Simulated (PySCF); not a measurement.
C₂H₆AlF, SMILES [CH3][Al]([CH3])[F] (connectivity only; charge and spin as stated), charge -1, multiplicity 2.

Geometry optimised at PBE-D3(BJ)/def2-SVPD. The spin state was assumed, not searched. The isomer is the one that the SMILES or the coordinates give; other isomers of the formula were not compared.

The numbers are results of PBE-D3(BJ)/def2-SVPD (PySCF 2.14.0), not measurements.

Frequencies are harmonic and unscaled.

Task: Give all harmonic wavenumbers and intensities. (Estimate from the structure and the level; the computed values follow.)

Result: 
```
mode  ν (cm⁻¹)  IR (km/mol)  moving atoms (share of kinetic energy)
----  --------  -----------  --------------------------------------
1          102          0.1                                  H 99 %
2          113          0.1                                  H 95 %
3          138          0.3         C 42 %, H 37 %, Al 11 %, F 10 %
4          177          0.7         F 44 %, C 23 %, H 19 %, Al 14 %
5          200          6.9         Al 39 %, H 28 %, F 20 %, C 14 %
6          488         26.8         C 56 %, H 18 %, Al 17 %, F 10 %
7          511         15.2                          H 76 %, C 20 %
8          553          0.0                          H 66 %, C 27 %
9          597         30.6          H 50 %, F 26 %, C 16 %, Al 8 %
10         601         55.8                 H 37 %, Al 35 %, C 27 %
11         639         84.0         H 54 %, C 19 %, Al 16 %, F 10 %
12         679         61.9         H 37 %, Al 32 %, F 18 %, C 13 %
13        1098         28.5                          H 78 %, C 22 %
14        1098         10.5                          H 79 %, C 21 %
15        1354          2.3                                  H 95 %
16        1357          8.1                                  H 95 %
17        1360          0.2                                  H 95 %
18        1370          2.3                                  H 95 %
19        2892         98.4                                  H 97 %
20        2896        146.3                                  H 97 %
21        2986          0.5                           H 92 %, C 8 %
22        2988         96.5                           H 92 %, C 8 %
23        3018         13.8                           H 91 %, C 9 %
24        3018         40.0                           H 91 %, C 9 %
```
